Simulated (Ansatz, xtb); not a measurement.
**AlFH4SiSn: which of two structures lies lower**

Structure X is `[F][AlH][Sn][SiH3]`, a singlet and structure Y is a singlet given by its coordinates. Both are isolated molecules in the gas phase, relaxed with BLYP-D3(BJ)/def2-SVP; the shapes shown needn't be the lowest conformers.

X (Å):

```
atom    x (Å)    y (Å)    z (Å)
  Al   2.1747  -1.1629   0.9848
   F   3.7756  -1.7075   0.8804
  Si   0.3188  -3.3174  -0.9980
  Sn   0.2794  -3.0347   1.6968
   H   1.9651   0.3816   0.6023
   H   1.4022  -4.3452  -1.2228
   H   0.6940  -2.1118  -1.8256
   H  -0.9591  -3.8634  -1.5750
```

Y (Å):

```xyz
8

Al    0.2488    0.5757    1.7370
F    -1.1580    0.9589    2.5762
Si   -0.0892   -0.2157   -1.3224
Sn    1.9638   -0.8735    0.4143
H     0.4550   -1.4638    1.4701
H    -1.3986    0.2555   -0.7301
H     0.3637    0.8715   -2.2565
H    -0.4184   -1.4341   -2.1429
```

Close contacts (Å): Al1–F2 1.68, Al1–Sn4 2.61, Si3–Sn4 2.77, Al1–H5 2.07, Si3–H6 1.51, Si3–H7 1.50, Si3–H8 1.51, Sn4–H5 1.93.

**Question.** Estimate which is lower in electronic energy at CCSD(T)/def2-SVP + ΔMP2/def2-TZVPP, and by roughly how much.

**Answer.** The CCSD(T)/def2-SVP + ΔMP2/def2-TZVPP calculation puts structure Y lower, by 4.2 kcal/mol.

The same difference at several levels:

```
                             level              geometry  E(Y) − E(X) (kcal/mol)  departure from the last row (kcal/mol)  job, with rough time for the two
              BLYP-D3(BJ)/def2-SVP  BLYP-D3(BJ)/def2-SVP                      −4.0                                    +0.2                optimisation, 69 s
                       HF/def2-SVP  BLYP-D3(BJ)/def2-SVP                     +10.3                                   +14.5           part of the CCSD(T) run
                      MP2/def2-SVP  BLYP-D3(BJ)/def2-SVP                      −1.8                                    +2.4           part of the CCSD(T) run
                  CCSD(T)/def2-SVP  BLYP-D3(BJ)/def2-SVP                      −1.1                                    +3.1                      single point
CCSD(T)/def2-SVP + ΔMP2/def2-TZVPP  BLYP-D3(BJ)/def2-SVP                      −4.2                                                        single point, 28 s
```

HF/def2-SVP puts the two in the other order. The largest departure from CCSD(T)/def2-SVP + ΔMP2/def2-TZVPP is that of HF/def2-SVP, 14.5 kcal/mol. Levels run at GFN2-xTB geometries aren't shown. The last row adds to CCSD(T) the change of the MP2 difference between the two basis sets, here −3.1 kcal/mol, a large step that makes the value less sure.

With harmonic frequencies from BLYP-D3(BJ)/def2-SVP (ideal gas, rigid rotor, one conformer each, 1000 K, 1 atm): on the last row, ΔE + ΔZPE = −4.5 kcal/mol. A mode under 50 cm⁻¹ makes harmonic enthalpies and free energies unreliable, so none is given.

The correlated steps freeze 15 core orbitals; the filled d shell of Sn is correlated, in a basis made for valence electrons. Atoms past krypton carry core potentials in the def2 sets and no spin–orbit term is included. Run with Ansatz 0.2.0; the last row on 1 thread of Intel(R) Xeon(R) 6975P-C (Granite Rapids) on a shared host.
